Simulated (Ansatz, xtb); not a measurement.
Pulling on the O3–H4 bond in BeFHO (SMILES [OH][Be][F]) (multiplicity 1 held, fragments rigid). Energies count from the point at 0.954 Å.
Geometry at that point (charge 0, multiplicity 1):
```
atom    x (Å)    y (Å)    z (Å)
----  -------  -------  -------
Be     0.0293   0.0148  -0.0256
F      0.9828   0.5280  -0.8951
O     -0.9986  -0.4674   0.8245
H     -0.9734  -1.0724   1.5614
```

R- and RO- levels are restricted; in cc, def2 and unpolarised 6-31G sets they are followed outwards from rest. Active spaces are followed from a long bond inwards. Curves can end on different states.

Correlated levels freeze the cores.

Programs: Ansatz (an electronic-structure program) with Gaussian orbitals; xtb for the GFN methods. Each number belongs to the level named beside it. The GFN methods have no spin term and hold the electronic entropy of 300 K.

Energies in kcal/mol.

```
R (Å)  GFN2-xTB  R-SCS-MP2/aug-cc-pVDZ  R-CCSD(T)/aug-cc-pVDZ  FIC-MRCISD on CASSCF(4,3)/aug-cc-pVDZ  FIC-MRCISD+Q on CASSCF(4,3)/aug-cc-pVDZ
-----  --------  ---------------------  ---------------------  -------------------------------------  ---------------------------------------
0.763      33.0                   39.1                   39.0                                   38.1                                     38.7
0.858       5.5                    7.9                    7.8                                    7.3                                      7.6
0.954       0.0                    0.0                    0.0                                    0.0                                      0.0
1.049       4.8                    4.4                    4.4                                    4.8                                      4.6
1.145      14.4                   15.0                   15.0                                   15.8                                     15.3
1.288      32.0                   35.6                   35.3                                   36.5                                     35.9
1.431      50.5                   57.0                   56.2                                   57.6                                     57.1
1.669      78.7                   88.7                   86.2                                   87.3                                     87.4
1.908     101.4                  113.0                  107.0                                  106.9                                    107.8
2.194     121.1                  132.2                  119.2                                  118.1                                    119.8
2.575     137.0                  143.5                  121.0                                  122.6                                    124.7
3.052     146.6                  141.2                  117.4                                  123.8                                    126.0
```

Doubts at one or more of the structures used: a restricted determinant that unrestricted orbitals would lower (R-SCS-MP2/aug-cc-pVDZ, R-CCSD(T)/aug-cc-pVDZ); other coupled-cluster roots lie near (R-CCSD(T)/aug-cc-pVDZ); T1 above 0.05 (R-CCSD(T)/aug-cc-pVDZ); active orbitals that take no part (FIC-MRCISD on CASSCF(4,3)/aug-cc-pVDZ, FIC-MRCISD+Q on CASSCF(4,3)/aug-cc-pVDZ).
